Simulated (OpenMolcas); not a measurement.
**Computed transition rates of Mn5+**

```json
{
 "Program": "OpenMolcas",
 "Method": "SS-CASPT2, IPEA 0.25 Eh, imaginary shift 0.1 Eh (closed shells correlated: 3s 3p)",
 "Basis": "ANO-RCC-VQZP [7s6p4d3f2g1h]",
 "Scalar Hamiltonian": "DKH2, point nucleus",
 "Active space": "2 electrons in 5 orbitals (3d)",
 "State averaging": "2S+1 = 3 even, 10 roots; 2S+1 = 1 even, 15 roots",
 "Spin-orbit coupling": "RASSI with atomic mean-field integrals over the reference wave functions, term energies averaged over their components"
}
```

Rates come from the transition moments of the reference wave functions (E1 and E2 in the length form). At fixed line strength A goes as λ^-3 for E1 and M1 and as λ^-5 for E2, so a rate at the computed wavelength can be rescaled to the measured one. Measured vacuum wavelengths follow from level energies in Corliss and Sugar, J. Phys. Chem. Ref. Data 6, 1253 (1977). Branching counts decays inside the model space alone, at computed energies, and the table is only a selection of the E2 and M1 lines, drawn from those between levels with measured partners whose computed energy lies within a factor of 1.5 of the measured one.

| Upper | Lower | Type | λ computed (nm) | λ measured (nm) | A computed (s-1) | A rescaled (s-1) | Branching % |
| --- | --- | --- | --- | --- | --- | --- | --- |
| 3d2 1D2 | 3d2 3F3 | M1 | 687.9 | 685.4 | 2.38e-01 |  | 62.8 |
| 3d2 1G4 | 3d2 3F4 | M1 | 408.3 | 419.4 | 1.77e-01 |  | 59.5 |
| 3d2 1D2 | 3d2 3F2 | M1 | 655 | 652.1 | 1.40e-01 |  | 36.9 |
| 3d2 1G4 | 3d2 3F3 | M1 | 393.5 | 403.8 | 1.19e-01 |  | 39.9 |
| 3d2 3P0 | 3d2 3F2 | E2 | 536.2 | 562.4 | 1.13e-01 | 8.90e-02 | 100.0 |
| 3d2 3P2 | 3d2 1D2 | M1 | 2369 | 3038 | 7.69e-02 |  | 42.0 |
| 3d2 3P2 | 3d2 3F4 | E2 | 560.7 | 589.7 | 6.72e-02 | 5.22e-02 | 36.7 |
| 3d2 3P1 | 3d2 3F3 | E2 | 550 | 577.7 | 6.60e-02 | 5.16e-02 | 48.9 |
| 3d2 3P1 | 3d2 3F2 | E2 | 528.7 | 553.8 | 3.99e-02 | 3.16e-02 | 29.6 |
| 3d2 3P1 | 3d2 1D2 | M1 | 2743 | 3675 | 2.82e-02 |  | 20.9 |
| 3d2 3P2 | 3d2 3F3 | E2 | 533.2 | 559.2 | 2.26e-02 | 1.78e-02 | 12.4 |
| 3d2 3F4 | 3d2 3F3 | M1 | 10840 | 10830 | 1.60e-02 | 1.60e-02 | 100.0 |
| 3d2 3F3 | 3d2 3F2 | M1 | 13660 | 13400 | 1.01e-02 | 1.07e-02 | 100.0 |
| 3d2 3P2 | 3d2 3F3 | M1 | 533.2 | 559.2 | 8.32e-03 |  | 4.5 |
| 3d2 3P2 | 3d2 3F2 | E2 | 513.1 | 536.8 | 3.74e-03 | 2.98e-03 | 2.0 |
| 3d2 3P2 | 3d2 3P1 | M1 | 17410 | 17510 | 2.50e-03 | 2.46e-03 | 1.4 |
| 3d2 3P2 | 3d2 3F2 | M1 | 513.1 | 536.8 | 1.65e-03 |  | 0.9 |
| 3d2 1G4 | 3d2 1D2 | E2 | 919.2 | 982.8 | 1.55e-03 | 1.11e-03 | 0.5 |

Spin-changing lines and M1 lines between different terms are not rescaled, since their strength hangs on the term gaps too.

The largest correction is for 3d2 1G4 → 3d2 1D2 (E2): 1.55e-03 × (919.2 / 982.8)^5 = 1.11e-03 s-1, a factor of 0.72.

The computed rate and branching of 3d2 3F3 → 3d2 3F2 give the upper level a radiative lifetime of 1.000 / 1.01e-02 s-1 = 9.90e+01 s, counting decays inside the model space alone. The rescaled rate gives about 9.3e+01 s.

These are rates of the free ion; in crystals, glasses and complexes forced electric-dipole and non-radiative decay shorten such lifetimes by orders of magnitude. No measured rate stands beside these. Rescaling mends the energy factor alone: line strengths can still be far off where a level mixes with configurations outside the active space, and weak or spin-changing lines hang on small mixing coefficients that depend on the term gaps too, so rescaling need not improve them.

Term energies are means over components that CASPT2 splits; among the terms shown or strongly mixed into the levels shown the widest spread is 590 cm-1 (3d2 3F). Measured partners are found by configuration, term and J. A level has none where our copy of the source lacks it or the pairing is in doubt (some pairs that miss far off the trend of their configuration count as doubtful). Only configurations of the active space appear.
